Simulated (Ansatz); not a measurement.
```yaml
crystal:
  periodic: [false, false, false]
  atoms:
    - {symbol: V, position_ang: [-0.612907, 0.544961, -0.875187]}
    - {symbol: V, position_ang: [1.129677, 0.392444, -0.091739]}
    - {symbol: N, position_ang: [-0.105527, -1.013281, 0.037202]}
    - {symbol: N, position_ang: [-0.411234, 0.075866, 0.929724]}
basis:
  gaussian: {orbitals: cc-pVDZ, final_grid: {core_spheres: 8, valence_spheres: 7, degree: 23}}
total_charge: 1
magnetization: {spin_polarized: true, initial_magnetization: 1}
hamiltonian: {xc: {name: B3LYP5}}
scf: {omitted_lower_state_checks: [starts]}
output: {forces: true}
```

```sh
$ ansatz run in.yaml --threads 4 --pin off --events-out ev --progress --plain --max-ram 3916MiB
```

Output, abridged:

```
Functional definition: B3LYP5
1186 factors; integrals over basis functions are off by at most 7.4e-4 eV
mean field evaluation 1: about -54319.8732 eV, gradient 6.9e1 eV
mean field evaluation 2: about -54083.8462 eV, gradient 1.9e2 eV
mean field evaluation 4: about -54330.9614 eV, gradient 5.1e1 eV
mean field evaluation 8: about -54340.2427 eV, gradient 2.0e0 eV
mean field evaluation 16: about -54340.3008 eV, gradient 1.7e-2 eV
mean field evaluation 32: about -54340.3008 eV, gradient 1.1e-5 eV
mean field -54340.30079737 eV, -1996.9692211246 hartree, gradient 4.8e-6 eV, S^2 0.754141; 0 other end points of the search recorded, 0 dependent functions left out
reference -54340.30104201 eV, -1996.9692301148 hartree; 30, 29 occupied and 84, 85 virtual orbitals, 1186 factors
Total energy: -54340.30104201 eV, -1996.9692301148 hartree
Atom 0 at    -0.612907     0.544961    -0.875187 Å, force    -1.844465    -0.219763    -0.363478 eV/Å
Atom 1 at     1.129677     0.392444    -0.091739 Å, force     1.443264    -0.508014     1.114170 eV/Å
Atom 2 at    -0.105527    -1.013281     0.037202 Å, force    -0.063513     1.306267     0.397114 eV/Å
Atom 3 at    -0.411234     0.075866     0.929724 Å, force     0.464713    -0.578490    -1.147806 eV/Å
Dipole moment:     0.411153     0.745830    -0.769312 e Å
Checks for a lower state left out: starts
```

Hardware: 4 threads of Arm Neoverse V1 on a shared host. Wall time 7 s.

The dipole of an ion depends on the origin.
